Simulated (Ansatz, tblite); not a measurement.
Adding an electron: Li₄Te₂⁺ (the lowest doublet isomer of a short search). The state is a doublet with charge 1. Geometry: PBE-D4/def2-SVP. Ansatz, gas phase; energy differences of separate SCF runs; the reduced species is a singlet (the triplet lies 1.23 eV higher at PBE0-D4/def2-TZVP).

```
atom    x (Å)    y (Å)    z (Å)
 Li1  -0.5289  -0.9312   1.7507
 Li2  -0.8522  -0.6586  -1.7758
 Li3   2.2384  -0.4069  -0.2427
 Li4  -1.3516   3.2172   0.4369
 Te5   0.4426  -2.3548  -0.2350
 Te6   0.0517   1.1343   0.0658
```

In the def2 sets Te takes a core potential; there is no spin–orbit coupling. The xTB rows come from tblite. The structure comes from a short search, and lower isomers may exist.

```json
{"level": "GFN1-xTB", "−HOMO (eV)": "–", "−LUMO (eV)": "–", "vertical EA (eV)": "10.58", "HOMO–LUMO gap (eV)": "–"}
{"level": "GFN2-xTB", "−HOMO (eV)": "–", "−LUMO (eV)": "–", "vertical EA (eV)": "8.34", "HOMO–LUMO gap (eV)": "–"}
{"level": "PBE-D4/def2-TZVP", "−HOMO (eV)": "7.91", "−LUMO (eV)": "7.19", "vertical EA (eV)": "5.00", "HOMO–LUMO gap (eV)": "0.72"}
{"level": "r2SCAN-D4/def2-TZVP", "−HOMO (eV)": "8.13", "−LUMO (eV)": "6.92", "vertical EA (eV)": "4.87", "HOMO–LUMO gap (eV)": "1.21"}
{"level": "PBE0-D4/def2-TZVP", "−HOMO (eV)": "8.85", "−LUMO (eV)": "6.45", "vertical EA (eV)": "4.97", "HOMO–LUMO gap (eV)": "2.40"}
```

  HOMO and LUMO are the levels of the spin that leaves or enters (xTB has no such levels and no spin-polarisation term). Other spin states of the ions may lie lower, which would lower the ionisation energy or raise the affinity. Raw xTB energy differences between charge states are shifted by several eV; the methods need an empirical correction for them.
